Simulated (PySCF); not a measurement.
Species: C5H12Si.
Atom-mapped SMILES: `[CH2:1]=[CH:2][CH2:3][SiH2:4][CH2:5][CH3:6]` (hydrogens: H7, H8 on C1; H9 on C2; H10, H11 on C3; H12, H13 on Si4; H14, H15 on C5; H16, H17, H18 on C6)

The same species was optimised twice, with GFN2-xTB and with PBE0-D3(BJ)/def2-SVP (PySCF), and the same property calculations (PySCF, gas phase) were run on both structures.

```
      coordinate  GFN2-xTB  PBE0-D3(BJ)/def2-SVP  change
      Si4–C5 (Å)     1.904                 1.884  -0.020
       C1=C2 (Å)     1.321                 1.336  +0.015
      C3–Si4 (Å)     1.915                 1.900  -0.015
       C2–C3 (Å)     1.487                 1.491  +0.004
       C5–C6 (Å)     1.526                 1.526   0.000
    C1–C2–C3 (°)     124.8                 125.9    +1.1
   C3–Si4–C5 (°)     109.8                 110.8    +1.0
   Si4–C5–C6 (°)     113.3                 114.2    +0.9
   C2–C3–Si4 (°)     111.5                 111.4    -0.1
C1–C2–C3–Si4 (°)       108                   105      -3
C2–C3–Si4–C5 (°)       -58                   -59      -1
C3–Si4–C5–C6 (°)       -61                   -59      +2
```

Rotational constants: A = 3444, B = 1899, C = 1427 MHz (GFN2-xTB) against A = 3422, B = 1910, C = 1432 MHz (PBE0-D3(BJ)/def2-SVP). Point groups within 0.08 Å: C1 and C1. Atoms that the bonding makes alike are paired by their places after alignment.

On the GFN2-xTB structure: HOMO (eV) -7.10 [PBE0/pcSseg-1]; LUMO (eV) 0.33 [PBE0/pcSseg-1]; dipole (D) 0.27 [PBE0/pcSseg-1]; GIAO shielding of C1 (ppm) 67.3 [PBE0/pcSseg-1]; GIAO shielding of C2 (ppm) 43.2 [PBE0/pcSseg-1]; GIAO shielding of C3 (ppm) 166.2 [PBE0/pcSseg-1]; GIAO shielding of Si4 (ppm) 390.6 [PBE0/pcSseg-1]; GIAO shielding of C5 (ppm) 183.4 [PBE0/pcSseg-1]; GIAO shielding of C6 (ppm) 176.3 [PBE0/pcSseg-1].

Problem. What do these properties become on the PBE0-D3(BJ)/def2-SVP structure?

Solution. 
| property | level | on GFN2-xTB | on PBE0-D3(BJ)/def2-SVP | change |
| --- | --- | --- | --- | --- |
| HOMO (eV) | PBE0/pcSseg-1 | -7.10 | -7.08 | +0.02 |
| LUMO (eV) | PBE0/pcSseg-1 | 0.33 | 0.22 | -0.11 |
| dipole (D) | PBE0/pcSseg-1 | 0.27 | 0.37 | +0.10 |
| energy, GFN2-xTB geometry as zero (kcal/mol) | PBE0/pcSseg-1 | 0.0 | -1.0 | -1.0 |
| GIAO shielding of C1 (ppm) | PBE0/pcSseg-1 | 67.3 | 63.4 | -3.9 |
| GIAO shielding of C2 (ppm) | PBE0/pcSseg-1 | 43.2 | 40.6 | -2.6 |
| GIAO shielding of C3 (ppm) | PBE0/pcSseg-1 | 166.2 | 165.6 | -0.6 |
| GIAO shielding of Si4 (ppm) | PBE0/pcSseg-1 | 390.6 | 388.0 | -2.6 |
| GIAO shielding of C5 (ppm) | PBE0/pcSseg-1 | 183.4 | 182.8 | -0.6 |
| GIAO shielding of C6 (ppm) | PBE0/pcSseg-1 | 176.3 | 174.5 | -1.8 |

The heavy atoms differ by 0.021 Å rms after alignment. Among bonds between heavy atoms Si4–C5 changes most (-0.020 Å). Changes are differences of the printed values. Neither structure is proved a minimum here.

The values belong to the conformer `[CH2:1]=[CH:2][CH2:3][SiH2:4][CH2:5][CH3:6]`: C1–C2–C3–Si4 105°, C2–C3–Si4–C5 -59°, C3–Si4–C5–C6 -59°.
